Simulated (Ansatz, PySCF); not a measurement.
C3H2, SMILES `[C]=C=C` (lower singlet) (charge 0, multiplicity 1). This singlet lies 1.26 eV below the relaxed triplet at the level B3LYP-D3(BJ)/def2-TZVP (PySCF).

Cartesian coordinates (Å):
```xyz
5

C      2.0252    -0.0050     0.7261
C      0.7583    -0.0033     0.5417
C     -0.5481    -0.0015     0.3509
H     -1.0937     0.9160     0.1465
H     -1.1318    -0.9175     0.3904
```
Charge 0, multiplicity 1.

The restricted HF start is unstable towards unrestricted orbitals.

Q: Give the natural occupations of the active orbitals, the CASSCF energy and the corrected energy for frozen-core fic-MRCISD+Q@CASSCF(2e,2o)/cc-pVTZ // B3LYP-D3(BJ)/def2-TZVP run with Ansatz (a first-principles code).

A: 
The natural occupations comes out as 1.89, 0.11. The CASSCF energy is -114.6623 Ha. The corrected energy is -115.0996 Ha. The weight of the reference is 0.882.
